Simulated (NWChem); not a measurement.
# CH4MgO; SMILES C[O][MgH]

```xyz
7

Mg     0.0000     0.0000    -1.4050
H      0.0000     0.0000    -3.1034
O      0.0000     0.0000     0.3656
C      0.0000     0.0000     1.7503
H      0.6248    -0.8114     2.1601
H      0.3903     0.9468     2.1601
H     -1.0151    -0.1354     2.1601
```
Atoms are numbered in this order, from 1.

All runs use the structure optimised with B3LYP/6-31G* (spherical d).

**Question.** List the 4 lowest vertical singlet excitations from B3LYP/def2-SVPD, TDA (NWChem).

**Answer.** 
| state | energy (eV) | oscillator strength | leading excitation (squared amplitude) |
|---|---|---|---|
| S1 | 5.01 | 0.018 | HOMO → LUMO (0.99) |
| S2 | 5.01 | 0.018 | HOMO−1 → LUMO (0.99) |
| S3 | 5.53 | 0.001 | HOMO−1 → LUMO+1 (0.42) |
| S4 | 5.53 | 0.001 | HOMO → LUMO+1 (0.42) |
